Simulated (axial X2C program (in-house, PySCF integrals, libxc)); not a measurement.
Potential curves of MgGe, two-component

Calculated with an in-house all-electron X2C program for linear molecules (integrals from PySCF). Two-component (2c) means X2C with spin–orbit coupling and atomic mean-field two-electron Coulomb and Gaunt terms. Basis: Ge dyall-cv3z [9s9p7d4f1g], Mg dyall-cv3z [9s8p6d3f] (cores contracted in-house); Gaussian nuclei, density fitting, unrestricted open shells. Masses: Ge 73.921 u, Mg 23.985 u.

State: Ω = 1 (⟨Sz⟩ = 1.00, ⟨Lz⟩ = 0.00 at PBE0). Energies in kJ/mol from the lowest point of each curve. Fits are polynomials in 1 − R0/R over 0.85 to 1.23 times the lowest point R0.

| R (Å) | PBE0 | CCSD(T) |
| --- | --- | --- |
| 2.2550 | 34.27 |  |
| 2.3587 | 13.90 | 18.26 |
| 2.4365 | 5.30 | 7.93 |
| 2.5142 | 1.03 | 2.21 |
| 2.5920 | 0.00 | 0.00 |
| 2.6827 | 1.78 | 0.69 |
| 2.7734 | 5.88 | 3.83 |
| 2.8901 | 13.19 | 10.10 |
| 3.0326 | 23.78 |  |
| 3.2400 | 39.64 |  |

Correlated methods: 6 electrons correlated (number of frozen shells: Ge 3 s, 2 p, 1 d; Mg 2 s, 1 p), 280 virtual spin orbitals or spinors in MP2, 86 natural virtuals in coupled cluster.

Occupations by symmetry block were frozen at the best pattern of an incomplete PBE0 search. Density functionals use the spin component along the axis (collinear). CCSD and (T) use frozen natural virtuals with an MP2 correction for the truncation; (T) itself is uncorrected, so its De runs slightly low. Other states lie close and PBE0, whose exact exchange favours high spin, may order them wrongly; the determinant shown need not be the ground state. The nearest other 2c determinant of the search, Ω = 0, lies 0.67 eV up at the distance of the search. With several unpaired electrons one determinant need not be a pure state. Open-shell Ω = 0 determinants with evenly filled partner blocks cannot be reached by this program, so the Ω shown need not be the lowest component. This is the Ω = 1 component of a π² triplet; the 0⁺ component is not one determinant and can lie lowest. The determinant is spin-polarised beyond a pure state at some levels (its spin-free form has ⟨S²⟩ too high), which makes Re and μ there less reliable. The T1 diagnostic is large, a sign of multireference character. With the outer-core shells frozen, correlated bond lengths of heavy atoms tend to come out a few hundredths of an ångström too long. Coupled cluster ran on the points near the minimum only. MP2 and coupled cluster on one determinant become unreliable at the stretched end.

Problem. Fit the PBE0 curve near its minimum: give the equilibrium distance and the harmonic wavenumber.

Solution. At PBE0, 2c: Re = 2.582 Å, ωe ≈ 253 cm⁻¹; Be follows as 0.14 cm⁻¹.

Problem. What are Re and ωe at the CCSD(T) level?

Solution. At CCSD(T), 2c: Re = 2.616 Å, ωe ≈ 247 cm⁻¹; Be follows as 0.136 cm⁻¹.
